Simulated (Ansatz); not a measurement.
`C[Si](C)(O)Cl` + PH₃ → `C[Si](C)(O)P` + HCl at 600 K and 1 bar (ligand exchange at the Si–Cl bond).

Isolated molecules relaxed with PBE0-D4/def2-TZVP in Ansatz; ΔE leaves out vibrations. CCSD(T)/CBS adds triple-zeta CCSD(T) − MP2 to the extrapolated MP2 energy (def2 sets, frozen cores). This one scheme is used for every species. One conformer a species, not always the lowest.

```json
{"species": "`C[Si](C)(O)Cl`", "CCSD(T)/CBS energy (Eh)": "-904.49412", "H − E (kJ/mol)": "306.6", "S (J/(mol·K))": "469.7"}
{"species": "PH₃", "CCSD(T)/CBS energy (Eh)": "-342.72256", "H − E (kJ/mol)": "86.3", "S (J/(mol·K))": "240.2"}
{"species": "`C[Si](C)(O)P`", "CCSD(T)/CBS energy (Eh)": "-786.79678", "H − E (kJ/mol)": "359.0", "S (J/(mol·K))": "510.4"}
{"species": "HCl", "CCSD(T)/CBS energy (Eh)": "-460.38127", "H − E (kJ/mol)": "35.4", "S (J/(mol·K))": "207.2"}
```

H − E and S are ideal-gas, rigid-rotor, harmonic terms from PBE0-D4/def2-TZVP, for one conformer and one mirror image of each species. 1 Eh = 2625.50 kJ/mol, R = 8.31446 J/(mol·K).

Problem. By hand: ΔE, ΔH, ΔS and ΔG.

Solution. ΔE = (-786.79678) + (-460.38127) − (-904.49412) − (-342.72256) = 0.03863 Eh = 101.4 kJ/mol. Δ(H − E) = 359.0 + 35.4 − 306.6 − 86.3 = 1.5, so ΔH = 102.9 kJ/mol. ΔS = 510.4 + 207.2 − 469.7 − 240.2 = 7.7 J/(mol·K). ΔG = 102.9 − 600 × (7.7)/1000 = 98.3 kJ/mol.

Problem. By hand: the equilibrium constant, and the temperature at which ΔG would vanish if ΔH and ΔS stayed fixed.

Solution. log₁₀ K = −ΔG/(RT ln 10) = -8.6. ΔG = 0 at ΔH/ΔS = 13364 K, far beyond where these terms or the molecules hold.

The number of gas molecules stays the same, so ΔS is small and ΔH decides. A doubt of 5 kJ/mol in ΔE shifts log₁₀ K by 0.4 here. Other conformers and mirror images would add mixing entropy, several J/(mol·K) or more a flexible species. These are equilibria of isolated gas molecules and say nothing of rates. Largest T1 diagnostic: 0.013 (customary marks: 0.02 for closed shells, 0.045 for open ones).
